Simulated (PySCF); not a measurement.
Compound: C₅H₉PSi.
SMILES with atom numbers: `[SiH3:1][C:2]1=[CH:3][P:4]1[CH:5]1[CH2:6][CH2:7]1`

Structure used (GFN2-xTB), in Å, numbered top down from 1:
```xyz
16
C5H9PSi angstrom
Si     2.656    0.572    0.068
C      1.275   -0.617    0.474
C      0.637   -1.713    0.129
P     -0.039   -1.098    1.705
C     -1.490   -0.085    1.123
C     -2.067   -0.232   -0.253
C     -1.350    1.022    0.122
H      3.756    0.307    0.995
H      2.159    1.941    0.226
H      3.060    0.332   -1.320
H      0.590   -2.497   -0.595
H     -2.195    0.077    1.933
H     -1.568   -0.905   -0.937
H     -3.140   -0.209   -0.372
H     -0.373    1.186   -0.313
H     -1.920    1.928    0.271
```

Definitions: NICS(0) = −σiso at the ring centroid; NICS(1) = −σiso and NICS(1)zz = −σzz at ±1 Å along the ring normal z. Level: GIAO PBE0/pcSseg-1 (PySCF, non-relativistic, gas phase) on the GFN2-xTB geometry, one conformer.

Ring bond lengths (Å), with Mayer bond orders in brackets: C2–C3 1.315 (1.66), C3–P4 1.821 (0.93), P4–C2 1.864 (0.86); C5–C6 1.500 (0.94), C6–C7 1.493 (0.98), C7–C5 1.499 (0.94).

Q: Give the NICS values of each ring in ppm.

A: 
```tsv
ring	type	NICS(0)	NICS(1), two faces	NICS(1)zz, two faces	rms pucker (Å)	centre to ring atoms, mean (Å)
C2–C3–P4	3-membered ring with P; formal bonds 1 double, 2 single	-26.9	-11.2 / -11.5	-25.3 / -22.4	0.00	0.96
C5–C6–C7	3-membered carbocycle; formal bonds all single	-47.3	-9.7 / -12.6	-26.4 / -25.9	0.00	0.86
```

Q: What do they say, and how far can they be read as aromaticity?

A: 
- C2–C3–P4: mean NICS(1)zz -23.8 ppm, shielded. C5, outside the ring, lies 1.75 Å from a NICS(1) probe. NICS(0) lies 16 ppm below the mean NICS(1).
- C5–C6–C7: mean NICS(1)zz -26.2 ppm, shielded. C5, C6, C7 have four or more neighbours, so the value isn't read as a sign of a π ring current. NICS(0) lies 36 ppm below the mean NICS(1).

Q: And the bond-length index? HOMA = 1 − mean of α(R − Ropt)² over the ring bonds, with Krygowski's 1993 parameters (CC: Ropt 1.388 Å, α 257.7 Å⁻²; CP: Ropt 1.698 Å, α 118.91 Å⁻²).

A: 
- C2–C3–P4: HOMA -1.15; the largest term is that of P4–C2, α(R − Ropt)² = 3.27.

Q: Give the inner angles of the rings and the Hirshfeld charges of the ring atoms.

A: 
- C2–C3–P4: C2 67.4° (-0.130 e), C3 70.8° (-0.075 e), P4 41.8° (+0.101 e); sum 180.0° against 180° for a flat convex ring.
- C5–C6–C7: C5 59.7° (-0.106 e), C6 60.1° (-0.094 e), C7 60.2° (-0.093 e); sum 180.0° against 180° for a flat convex ring.

Q: How shielded are the nuclei of the rings and their hydrogens (means over atoms taken as equivalent)?

A: 
```tsv
atoms	environment	σ isotropic (ppm)	principal values of the symmetric part, first atom (ppm)
C2	fully substituted alkene carbon	55.4	-91.7, 49.4, 208.5
C3	alkene CH carbon	39.9	-123.1, 63.4, 179.5
P4	phosphine phosphorus	532.8	219.8, 290.3, 1088.2
C5	sp3 carbon bound to phosphorus	179.8	147.1, 162.2, 229.9
C6 (×2)	three-membered-ring carbon	188.9	166.0, 184.0, 214.4
H11	vinylic hydrogen	22.77	18.3, 24.7, 25.4
H12	methine hydrogen	31.72	24.3, 28.6, 42.3
H13 (×2)	methylene hydrogen	32.09	25.0, 31.9, 39.5
H14 (×2)	methylene hydrogen	31.46	24.9, 26.4, 43.0
```

The run took 36 s wall (with the writing of density and orbital grids) on one thread, Arm Neoverse V1 (aarch64), no GPU (shared host), and the process peaked at 0.82 GiB of memory. This is the whole shielding run at PBE0/pcSseg-1, SCF included.
